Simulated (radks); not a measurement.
Q: Calculated with a radial shooting solver on a logarithmic mesh with Libxc functionals: Dirac Kohn-Sham, PBEsol, spin-unpolarised, spherical densities, finite nucleus; open shells fill j = l - 1/2 first; Fermi nuclear charge, rms radius of each element as measured or else 0.836 A^(1/3) + 0.57 fm. Each species is in its NIST ground configuration. Rank Ho2+, Lu2+, Er2+, Sm2+, Tm2+, Yb2+, Eu2+, Nd2+, La2+, Pm2+, Tb2+, Gd2+, Ce2+, Pr2+, Dy2+ by radius at which the density is 0.001 e/bohr^3 (bohr), largest first.

A: Lu2+ 4.05, La2+ 3.91, Gd2+ 3.68, Ce2+ 3.67, Pr2+ 3.63, Nd2+ 3.59, Pm2+ 3.56, Sm2+ 3.52, Eu2+ 3.49, Tb2+ 3.42, Dy2+ 3.40, Ho2+ 3.37, Er2+ 3.34, Tm2+ 3.32, Yb2+ 3.29.
